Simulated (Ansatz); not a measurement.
As6: single points at one geometry.

```yaml
crystal:
  periodic: [false, false, false]
  atoms:
    - {symbol: As, position_ang: [-2.049670, -0.978340, -0.299551]}
    - {symbol: As, position_ang: [1.568957, 1.614941, -0.375318]}
    - {symbol: As, position_ang: [1.259180, -0.812237, -0.308728]}
    - {symbol: As, position_ang: [-0.502362, -0.971763, -2.001080]}
    - {symbol: As, position_ang: [0.157149, 1.777380, 1.432995]}
    - {symbol: As, position_ang: [-0.433253, -0.629982, 1.551682]}
basis:
  gaussian: {orbitals: def2-TZVP, initial_orbitals: start.molden}
hamiltonian: {xc: pbe0, dispersion: d4}
scf: {omitted_lower_state_checks: [starts]}
output: {orbitals: {seedname: orbitals}}
```

The file start.molden holds the orbitals of an earlier run on this structure, at another level or in another basis.

```sh
$ ansatz run in.yaml --threads 4 --pin off --events-out ev --progress --plain --max-ram 8704MiB
```

Output, abridged:

```
Functional definition: PBE0
1960 factors; integrals over basis functions are off by at most 7.1e-4 eV
mean field evaluation 1: about -364951.0469 eV, gradient 2.9e2 eV
mean field evaluation 2: about -364968.9859 eV, gradient 3.3e1 eV
mean field evaluation 4: about -364996.6457 eV, gradient 2.1e1 eV
mean field evaluation 8: about -365006.6797 eV, gradient 4.1e-1 eV
mean field -365006.82534245 eV, -13413.7534208228 hartree, gradient 4.0e-5 eV, S^2 0.000000; 0 other end points of the search recorded, 0 dependent functions left out
reference -365006.82537027 eV, -13413.7534218453 hartree; 99, 99 occupied and 189, 189 virtual orbitals, 1960 factors
Total energy: -365007.33397994 eV, -13413.7721129057 hartree
Checks for a lower state left out: starts
```

Hardware: 4 threads of Intel Xeon 6975P-C on a shared host. Wall time 15 s, peak host memory 1.3 GiB.

As the first input, with `correlation: {method: mp2}` and without the key `hamiltonian` (abridged; 21 s):

```
Functional definition: HF
mean field -364776.02262994 eV, -13405.2715775817 hartree, gradient 1.2e-6 eV, S^2 0.000000; unrestricted orbitals would lower it
mean field evaluation 16: about -364776.5210 eV, gradient 1.8e0 eV
54 core orbitals not correlated: weight in the atoms' cores, before any rotation towards them, 1.000 or more for the frozen orbitals, at most 0.000 for the correlated occupied ones
second order -42.80477807 eV of doubles, -0.00000000 eV of singles
Total energy: -364818.82740801 eV, -13406.8446241617 hartree
Checks for a lower state left out: starts
```

The first input with `hamiltonian: {xc: {name: PBE-QIDH}}` and without the key `output` (abridged; 16 s):

```
Functional definition: PBE-QIDH
mean field -364937.69504054 eV, -13411.2129290856 hartree, gradient 4.4e-6 eV, S^2 0.000000; unrestricted orbitals would lower it
54 core orbitals not correlated: weight in the atoms' cores, before any rotation towards them, 1.000 or more for the frozen orbitals, at most 0.000 for the correlated occupied ones
second order -48.79960169 eV of doubles, -0.00000000 eV of singles
Total energy: -364953.96158579 eV, -13411.8107135979 hartree
Checks for a lower state left out: starts
```

The first input with `hamiltonian: {xc: pbe, dispersion: d4}`, `output: {forces: true, orbitals: {seedname: orbitals}}` (abridged; 4.6 s):

```
Functional definition: PBE
mean field -364997.09509612 eV, -13413.3958408655 hartree, gradient 1.5e-5 eV, S^2 0.000000
Total energy: -364997.68162580 eV, -13413.4173954335 hartree
Atom 0 force     0.114671     0.011554    -0.004161 eV/Å
Atom 1 force    -0.061350    -0.064368     0.051872 eV/Å
Atom 2 force    -0.107629     0.069171     0.015256 eV/Å
Atom 3 force     0.002558     0.014219     0.095603 eV/Å
Atom 4 force     0.034543    -0.075039    -0.062346 eV/Å
Atom 5 force     0.017208     0.044463    -0.096223 eV/Å
Dipole moment:     0.024723    -0.006302    -0.020806 e Å
Checks for a lower state left out: starts
```

As the first input, with `hamiltonian: {xc: r2scan, dispersion: d4}` (abridged; 7 s):

```
Functional definition: r2SCAN
mean field -365049.83029244 eV, -13415.3338235852 hartree, gradient 1.9e-5 eV, S^2 0.000000
Total energy: -365049.94556866 eV, -13415.3380599079 hartree
Checks for a lower state left out: starts
```

First input, but with `hamiltonian: {xc: {name: LC-wPBE}}` (abridged; 7 s):

```
Functional definition: LC-wPBE
mean field -364999.40449285 eV, -13413.4807096300 hartree, gradient 4.9e-5 eV, S^2 0.000000
Total energy: -364999.40449286 eV, -13413.4807096302 hartree
Checks for a lower state left out: starts
```

Geometry: PBE-D4/def2-SVP.

LC-ωPBE has ω = 0.4 bohr⁻¹. Correlated methods freeze 54 core orbitals; core or outer-core shells of As are correlated, in sets that lack core-valence functions. The restricted singlet is unstable towards broken spin symmetry at other levels; at PBE0-D4/def2-TZVP, PBE-D4/def2-TZVP, r2SCAN-D4/def2-TZVP, LC-ωPBE/def2-TZVP this wasn't settled. At MP2/def2-TZVP, PBE-QIDH/def2-TZVP the restricted singlet (for correlated methods, its reference) is unstable: a solution with broken spin symmetry lies lower. Another isomer (singlet) lies 0.90 eV lower at PBE0-D4/def2-TZVP; other spin states weren't run for this one.
